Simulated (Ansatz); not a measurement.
Isolated molecules relaxed with PBE0-D4/def2-TZVP in Ansatz; ΔE leaves out vibrations. CCSD(T)/CBS adds triple-zeta CCSD(T) − MP2 to the extrapolated MP2 energy (def2 sets, frozen cores). Functionals use def2-TZVPP. One conformer a species, not always the lowest.

`O=CC(Cl)O[SiH3]` → `CC(=O)O[SiH2]Cl`  (isomerisation)

`O=CC(Cl)O[SiH3]`:

```xyz
11

O     1.530    2.073   -1.647
C     1.164    1.633   -0.599
C     0.646    0.217   -0.431
Cl    1.988   -0.669    0.404
O    -0.496    0.244    0.317
Si   -1.427   -1.092    0.681
H     1.167    2.217    0.343
H     0.528   -0.274   -1.400
H    -1.514   -1.954   -0.526
H    -0.837   -1.852    1.806
H    -2.748   -0.543    1.051
```

`CC(=O)O[SiH2]Cl`:

```xyz
11

C     1.439    0.362    1.318
C     0.640    0.230    0.067
O     1.012    0.518   -1.045
O    -0.594   -0.258    0.267
Si   -1.484   -0.399   -1.161
Cl   -3.275   -1.154   -0.523
H     2.423    0.763    1.089
H     1.530   -0.615    1.797
H     0.916    1.016    2.018
H    -1.735    0.922   -1.760
H    -0.873   -1.385   -2.068
```

| level | ΔE (kcal/mol) |
| --- | --- |
| B97M-V | -68.0 |
| PBE-QIDH | -68.4 |
| PBE | -64.6 |
| BLYP | -62.3 |

**Question.** What does CCSD(T)/CBS give? (Best estimate.)

**Answer.** Computed: -65.6 kcal/mol. The listed levels differ from it by -2.4, -2.8, 1.0, 3.3 kcal/mol.

Largest T1 diagnostic among the species: 0.014.

At CCSD(T), def2-SVP lies +2.2 kcal/mol from the extrapolated value and def2-TZVPP +0.7 kcal/mol. From BLYP to BHLYP (50 % exact exchange), in def2-TZVPP and without D4, ΔE moves by −4.5 kcal/mol. Leaving LDA and LC-ωPBE aside and taking each functional with its dispersion term where it has one, the values, not all of them listed here, spread over 7.4 kcal/mol, from r2SCAN0-D4 to BLYP-D4. LDA lies −2.0 kcal/mol from PBE without D4.

CCSD(T)/CBS has its own doubt, a few kJ/mol and more with outer-core shells, so smaller differences from it don't rank the levels.
